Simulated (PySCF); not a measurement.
## Excitation energy of Te by level of theory

Te [Kr] 4d10 5s2 5p4 (3P) → Te [Kr] 4d10 5s1 5p5 (3P), as a difference of total energies. All numbers are calculated (PySCF 2.14, scalar relativity by spin-free X2C-1e, in x2c-TZVPPall with one added diffuse shell each of s, p, d, f type (9s7p5d3f, 76 functions)). Correlated levels: valence: [Kr] 4d10 frozen. The calculations carry no spin-orbit coupling.

| method | excitation energy (eV) |
| --- | --- |
| UHF | 9.986 |
| MP2 (valence) | 9.241 |
| SCS-MP2 (valence) | 9.141 |
| CCSD (valence) | 8.205 |
| CCSD(T) (valence) | 7.542 |

Task: How much does correlation contribute at CCSD(T) (valence)?

Result: 7.542 − (9.986) = -2.444 eV, measured against UHF.

The upper state lies above the first ionisation limit, where it may autoionise and the basis confines it.

The coupled-cluster amplitudes are large for the upper state (T1 above 0.03 or a double amplitude above 0.15), so a single reference is strained.
